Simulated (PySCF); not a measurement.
Computed Raman spectrum (relative Raman activity) of a molecule C2H4ClNSi. The structure is a stationary point at B3LYP-D3(BJ)/def2-SVP. Other conformers were not sampled. All values below come from PySCF 2.14.0 with B3LYP-D3(BJ)/def2-SVP. Frequencies are harmonic and unscaled.

```csv
ν (cm⁻¹),relative intensity
536,5.3
674,7.1
688,4.9
788,4.8
899,4.4
955,7.5
1192,9.4
1405,5.7
2253,100
2271,51
2378,45
3040,66
3098,40
```

### Question
Which molecule gave these data?
(A) C#C[Si@@H](N)Cl
(B) Cl[Si@H]1C=NC1
(C) N#CC[SiH2]Cl

### Answer
C, N#CC[SiH2]Cl
